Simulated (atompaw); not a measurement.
## holmium: PAW (atompaw) pseudisation with PBE, scalar-relativistic reference atom.

Input for atompaw 4.2.0.5:

```
Ho 67
GGA-PBE scalarrelativistic loggrid 2001 logderivrange -6 5 276
6 6 5 4 0 0
6 1 0
5 2 0
4 3 11
0 0 0
c
c
c
c
v
v
c
c
c
v
v
c
c
v
v
3
3.00 2.40 2.70 2.85
n
n
y
1.05
n
y
1.1
n
custom rrkj gramschmidtortho besselshape
bessel
1.40
3.00
2.05
2.75
3.00
3.00
0.75
0.75
PWSCFOUT
UPFDX 0.0125d0 UPFXMIN -7.d0 UPFZMESH 67.d0
END
```

Command:

```bash
atompaw < Ho.input > Ho.log
```

Resulting log (summary file):

```
Completed calculations for Ho (AE)

 Exchange-correlation type: GGA, Perdew-Burke-Ernzerhof

 Radial integration grid is logarithmic
 r0 =   1.0133651E-04 h =   6.7895459E-03   n =      2001 rmax =   8.0000000E+01

 Scalar relativistic calculation

 AEatom converged in 224 iterations
   nz     =  67.00
   delta  =       6.080373960308E-16

 All Electron Orbital energies:
  n  l      occupancy      energy
  1  0      2.0000000E+00 -4.0792455E+03
  2  0      2.0000000E+00 -6.8231163E+02
  3  0      2.0000000E+00 -1.5239039E+02
  4  0      2.0000000E+00 -3.0100072E+01
  5  0      2.0000000E+00 -3.7027519E+00
  6  0      2.0000000E+00 -2.7849772E-01
  2  1      6.0000000E+00 -6.0441301E+02
  3  1      6.0000000E+00 -1.2859029E+02
  4  1      6.0000000E+00 -2.2269702E+01
  5  1      6.0000000E+00 -1.9012970E+00
  6  1      0.0000000E+00 -8.4295771E-02
  3  2      1.0000000E+01 -9.8415010E+01
  4  2      1.0000000E+01 -1.1697802E+01
  5  2      0.0000000E+00 -7.6655380E-02
  4  3      1.1000000E+01 -2.3117219E-01

 Total energy
   Total                    :   -25232.69577491096788

 ---
 Completed calculations for Ho (SC)

 Exchange-correlation type: GGA, Perdew-Burke-Ernzerhof

 Radial integration grid is logarithmic
 r0 =   1.0133651E-04 h =   6.7895459E-03   n =      2001 rmax =   8.0000000E+01

 Scalar relativistic calculation

 SCatom converged in   4 iterations
   nz     =  67.00
   delta  =       2.233035816896E-15

 Valence Electron Orbital energies:
  n  l      occupancy      energy
   5  0      2.0000000E+00 -3.7027519E+00
   6  0      2.0000000E+00 -2.7849772E-01
   5  1      6.0000000E+00 -1.9012970E+00
   6  1      0.0000000E+00 -8.4295775E-02
   5  2      0.0000000E+00 -7.6655380E-02
   4  3      1.1000000E+01 -2.3117219E-01

 Total energy
   Total                    :   -25232.69577496213969
   Valence                  :     -829.58749223549785

 PAW parameters:
       lmax =            3
         rc =    3.0121183536756688
        irc =         1518
   rc_shape =    2.4074789962359833
    rc_vloc =    2.7020399064206582
    rc_core =    2.8528695812559821
   Vloc: truncated form - Vps(r)=A.sin(qr)/r for r<rc
   Projector type: RRKJ pseudization + Gram-Schmidt ortho.
   Bessel compensation charge shape zeroed at   2.4075E+00

 Number of basis functions     8
 No.   n  nodes  l      Energy         Cp coeff         Occ
  1    5    4    0   -0.3702752E+01  0.1000000E+01  0.2000000E+01
  2    6    5    0   -0.2784977E+00  0.6673338E+00  0.2000000E+01
  3    5    3    1   -0.1901297E+01  0.1000000E+01  0.6000000E+01
  4    6    4    1   -0.8429577E-01  0.2825475E+00  0.0000000E+00
  5    5    2    2   -0.7665538E-01  0.1000000E+01  0.0000000E+00
  6  999    3    2    0.1050000E+01  0.3993460E+00  0.0000000E+00
  7    4    0    3   -0.2311722E+00  0.1000000E+01  0.1100000E+02
  8  999    1    3    0.1100000E+01  0.7768923E-01  0.0000000E+00

 Eigenvalues of overlap operator (in the basis of projectors):
    1        8.55805095E-02
    2        1.27262841E-01
    3        3.23263611E-01
    4        7.39718208E-01
    5        3.87288371E+00
    6        5.38562476E+00
    7        8.60209113E+00
    8        1.37361787E+01

 Orbital leakage outside PAW augmentation regions
   orb  is_core?  %out_of_sphere
   1 0    T           0.00
   2 0    T          -0.00
   3 0    T           0.00
   4 0    T           0.00
   5 0    F           0.20
   6 0    F          75.73
   2 1    T          -0.00
   3 1    T          -0.00
   4 1    T           0.00
   5 1    F           1.61
   6 1    F          94.11
   3 2    T           0.00
   4 2    T           0.00
   5 2    F          52.74
   4 3    F           0.84

 Summary of PAW energies
   Total valence energy     :   -829.58960944115154
   Smooth energy            :    310.51181121322350
   One center               :  -1140.10142065437503
   Smooth kinetic           :    296.64529902670751
   Vloc energy              :     40.92137892792800
   Smooth exch-corr         :    -31.25816223602757
   One-center xc            :   -509.23269526959604
```

The run took about 1.9 min on one core of a shared server CPU.
